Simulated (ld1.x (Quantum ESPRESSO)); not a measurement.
# u(r) = r·R(r): atom against pseudo-atom (O)

Columns: radius, all-electron u(r) and pseudo u(r) of the 2p shell (level -9.31 eV) of oxygen in the configuration [He] 2s1.75 2p4.25; LDA (PZ), non-relativistic, PAW scheme, ld1.x (Quantum ESPRESSO) 7.5.

```tsv
r (bohr)	all-electron	pseudo
0.060	0.0433	0.0124
0.120	0.1387	0.0486
0.180	0.2531	0.1063
0.240	0.3682	0.1814
0.300	0.4745	0.2690
0.360	0.5677	0.3636
0.420	0.6460	0.4593
0.480	0.7094	0.5508
0.540	0.7588	0.6334
0.600	0.7955	0.7036
0.660	0.8208	0.7593
0.720	0.8364	0.7995
0.780	0.8438	0.8246
0.840	0.8442	0.8364
0.900	0.8389	0.8371
0.960	0.8289	0.8294
1.020	0.8153	0.8159
1.080	0.7988	0.7990
1.140	0.7800	0.7800
1.200	0.7595	0.7595
1.260	0.7378	0.7378
1.320	0.7152	0.7152
1.380	0.6921	0.6921
1.440	0.6687	0.6687
1.500	0.6452	0.6452
1.560	0.6218	0.6218
```

Question: How many radial nodes do the two functions have?

Answer: The all-electron 2p function has n − l − 1 = 0; the pseudo-wave has 0.

Question: At about which radius was the pseudo-wave matched?

Answer: 1.15 bohr. The columns agree to 0.0005 from 1.08 bohr on; several derivatives are matched, so the curves merge somewhat inside the radius.

Question: Is the pseudo-wave norm-conserving?

Answer: No, it belongs to a PAW set: the norm inside the radius is not constrained, and the difference is carried by the augmentation charge.
